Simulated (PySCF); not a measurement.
Stepwise substitution at one centre (Si OH-SH). Gas-phase values, no solvent. One relaxed conformer stands for each flexible species; it need not be the lowest. Strings in code marks are SMILES.

The four lowest singlet excitations (Tamm–Dancoff). Level of theory: PySCF with ωB97X-D3(BJ)/def2-TZVP. Excitations are Tamm–Dancoff values on a coarser integration grid. The basis has no diffuse functions, so Rydberg states are missing or too high.

```csv
state,energy (eV),wavelength (nm),oscillator strength
S1,6.22,199,0.006
S2,6.45,192,0.002
S3,6.52,190,0.001
S4,7.34,169,0.055
```

Which member gives these states?
A. `O[Si](O)(S)S`
B. `O[Si](O)(O)O`
C. `O[Si](S)(S)S`
D. `O[Si](O)(O)S`

C, `O[Si](S)(S)S`
